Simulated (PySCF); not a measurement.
SMILES [SiH2][SiH]([SiH3])[SiH3], doublet (PBE0/def2-SVP optimised geometry):

```
13

Si     1.052     1.852    -1.923
Si     0.290     0.777     0.000
Si     1.091    -1.435     0.080
Si    -2.059     0.777     0.000
H      2.540     1.996    -2.006
H      0.531     1.234    -3.183
H      0.791     1.529     1.197
H      0.610    -2.135     1.312
H      2.586    -1.447     0.068
H      0.592    -2.176    -1.120
H     -2.580     0.060     1.205
H     -2.586     2.176     0.000
H     -2.550     0.075    -1.226
```

Calculation: unrestricted PBE0/def2-TZVP (PySCF).

Question: What are the frontier orbital energies (α orbitals alone; a β orbital can be the lowest empty one) and the dipole moment?

Answer: HOMO-2 -8.50 eV, HOMO-1 -8.10 eV, HOMO -6.14 eV, LUMO -0.38 eV, LUMO+1 -0.31 eV; dipole moment 0.17 D.

Meta-Löwdin charges at PBE0/def2-TZVP: Si1 0.10, Si2 0.02, Si3 0.22, Si4 0.22, H5 -0.05, H6 -0.06, H7 -0.05, H8 -0.07, H9 -0.07, H10 -0.07, H11 -0.07, H12 -0.07, H13 -0.07.
